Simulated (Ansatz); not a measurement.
Ti2O4⁻. Charge -1, multiplicity 2. Geometry PBE-D4/def2-SVPD.

```xyz
6

Ti   -0.450    1.226   -0.538
Ti    0.460   -1.196    0.541
O     1.305   -2.588    1.532
O     1.664   -1.210    1.909
O    -1.653    1.190   -1.903
O    -1.326    2.577   -1.541
```

The structure holds 2 bond(s) between oxygen atoms. At PBE-D4/def2-TZVPD, r2SCAN-D4/def2-TZVPD, B97M-V/def2-TZVPD, PBE0-D4/def2-TZVPD the charge -1 doublet is spin-contaminated (final ⟨S²⟩ up to 2.28, 0.75 for a pure state). At PBE-D4/def2-TZVPD, r2SCAN-D4/def2-TZVPD, B97M-V/def2-TZVPD the highest occupied level of the charge -1 doublet lies above zero (up to 0.28 eV). It is a level of β spin, whose loss leaves a triplet; that state wasn't run at this geometry and level. The electron is either unbound and held by the finite basis, or the level is raised by self-interaction error. No other spin state of charge -1 was run. The geometry of the doublet was relaxed on an unsound state (⟨S²⟩ 1.99, where a pure state has 0.75). Another isomer (doublet) lies 11.43 eV lower at PBE0-D4/def2-TZVPD; other spin states weren't run for this one.

**Question.** Estimate the α-spin orbital energies around the gap (eV) in Ansatz with PBE-D4/def2-TZVPD, r2SCAN-D4/def2-TZVPD, B97M-V/def2-TZVPD, PBE0-D4/def2-TZVPD.

**Answer.** 
```csv
orbital,PBE-D4/def2-TZVPD,r2SCAN-D4/def2-TZVPD,B97M-V/def2-TZVPD,PBE0-D4/def2-TZVPD
HOMO−9,-5.49,-5.74,-5.87,-7.14
HOMO−8,-5.47,-5.64,-5.69,-6.85
HOMO−7,-5.41,-5.59,-5.63,-6.82
HOMO−6,-2.95,-3.09,-3.21,-4.31
HOMO−5,-2.80,-2.92,-2.96,-3.98
HOMO−4,-1.57,-1.68,-1.83,-2.93
HOMO−3,-1.51,-1.52,-1.58,-2.59
HOMO−2,-0.53,-0.84,-0.70,-1.51
HOMO−1,0.21,-0.14,-0.12,-1.46
HOMO,0.24,0.06,0.08,-0.65
LUMO,1.00,1.37,1.00,1.74
LUMO+1,1.18,1.40,1.10,2.08
LUMO+2,1.28,1.60,1.50,2.27
LUMO+3,1.37,1.70,1.55,2.54
LUMO+4,1.69,2.04,1.94,2.73
LUMO+5,1.95,2.19,2.15,3.08
β HOMO,0.28,-0.22,-0.21,-0.96
β LUMO,1.01,1.30,1.03,1.72
```
